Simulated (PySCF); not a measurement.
**Substituent effects on chemical shifts**

Parent skeleton `[CH3:1][S:2][CH2:3][SiH2:4][SiH2:5][F:6]`; one hydrogen on atom 4 is replaced by X. Hydrogens on one atom are averaged.

PySCF 2.14 calculation with GIAO PBE0/pcSseg-1 shieldings and GFN2-xTB structure; one computed conformer, no relativistic terms, fast rotation and ring inversion assumed for equivalent nuclei, no solvent model.

Scale: TMS for ¹³C (σ = 186.93 ppm) and ²⁹Si (σ = 349.16 ppm) and ¹H (σ = 31.72 ppm); ³³S (σ = 503.73 ppm) against CS2; CFCl3 for ¹⁹F (σ = 170.95 ppm) (reference shieldings calculated alike).

Parent (X = H): C1 27.3, S2 -59.9, C3 20.1, Si4 -80.8, Si5 9.2, F6 -262.3, H(C1) 2.10, H(C3) 1.78, H(Si4) 4.20 ppm. Effects are Δδ = δ(X) − δ(H), positive for deshielding.

(1) Give Δδ (ppm) for X = cPr, C2H5, ethynyl, CH2F, SSiH3, vinyl, CHF2, propynyl.

(2) Which position responds most, and to which substituents?

Results:

(1) 
```tsv
X	SMILES	C1	S2	C3	Si4	Si5	F6	H(C1)	H(C3)	H(Si4)
cPr	CSC[Si@H]([SiH2]F)C1CC1	-0.8	-13.6	+2.6	+49.4	-4.7	-6.3	+0.09	+0.31	-0.15
C2H5	CC[Si@H](CSC)[SiH2]F	-4.1	+14.4	+0.0	+52.8	-1.0	-3.1	+0.05	+0.13	-0.11
ethynyl	C#C[Si@H](CSC)[SiH2]F	-4.7	-18.4	+0.2	-2.1	-1.4	-7.2	+0.03	+0.13	+0.65
CH2F	CSC[Si@@H](CF)[SiH2]F	-0.8	-13.0	+0.0	+30.5	-1.9	-4.1	+0.04	+0.11	+0.55
SSiH3	CSC[Si@H]([SiH2]F)S[SiH3]	-0.5	-15.3	+4.7	+52.7	+0.2	+2.3	+0.05	+0.27	+1.07
vinyl	C=C[Si@@H](CSC)[SiH2]F	-7.3	-3.5	-3.3	+25.9	+7.4	-1.6	-0.07	+0.03	+0.61
CHF2	CSC[Si@@H]([SiH2]F)C(F)F	-0.5	+2.9	+0.3	+32.8	-0.3	-6.8	+0.14	+0.22	+0.19
propynyl	CC#C[Si@H](CSC)[SiH2]F	-6.5	-10.6	+0.1	+3.1	-1.3	-5.2	-0.01	-0.28	+0.70
```

(2) Si4: from -2.1 ppm with ethynyl to +52.8 ppm with C2H5.

Unscaled 19F shifts against computed CFCl3 carry errors that often reach 10 to 50 ppm.
